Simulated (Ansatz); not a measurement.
Start from `[NH2][Cr]([NH2])(=[O])=[O]` and change one element to get `[NH2][W]([NH2])(=[O])=[O]`.

Ansatz, PBE0-D4/def2-TZVP geometries, multiplicity 1. Each molecule was computed in one conformer, which needn't be the lowest.

Elements past krypton have def2 core potentials. Scalar relativity is left out up to krypton.

```
                                                                                  property  `[NH2][Cr]([NH2])(=[O])=[O]`
                                                     HOMO energy (ωB97M-V/def2-TZVPP) / eV                         -9.56
ideal-gas entropy at 298 K and 1 bar (rigid rotor, harmonic PBE0-D4/def2-TZVP) / J/(mol·K)                           347
                                            size of the dipole moment (PBE/def2-TZVPP) / D                          2.96
                                                         LUMO energy (PBE/def2-TZVPP) / eV                         -3.72
                                                        HOMO energy (PBE0/def2-TZVPP) / eV                         -7.35
                                                     HOMO–LUMO gap (B3LYP/def2-TZVPP) / eV                          4.03
```

Problem. Give the same properties after the change, and the shifts. (An estimate is asked.)

Solution. Computed: 
```
                                                                                  property  `[NH2][W]([NH2])(=[O])=[O]`  shift
                                                     HOMO energy (ωB97M-V/def2-TZVPP) / eV                       -10.10  -0.54
ideal-gas entropy at 298 K and 1 bar (rigid rotor, harmonic PBE0-D4/def2-TZVP) / J/(mol·K)                          348      1
                                            size of the dipole moment (PBE/def2-TZVPP) / D                         4.22   1.26
                                                         LUMO energy (PBE/def2-TZVPP) / eV                        -2.04   1.68
                                                        HOMO energy (PBE0/def2-TZVPP) / eV                        -7.83  -0.48
                                                     HOMO–LUMO gap (B3LYP/def2-TZVPP) / eV                         6.18   2.15
```

With PBE0 the HOMO falls by 0.48 eV and the LUMO rises by 1.68 eV, so the gap widens by about 2.16 eV. PBE moves the HOMO by -0.38 eV and ωB97M-V by -0.54 eV. Dipoles are sizes alone; their direction can turn. Modes under 60 cm⁻¹, often nearly free rotors, make the harmonic entropy too high.

B3LYP here is the variant with VWN-RPA as its local correlation; programs differ in this.
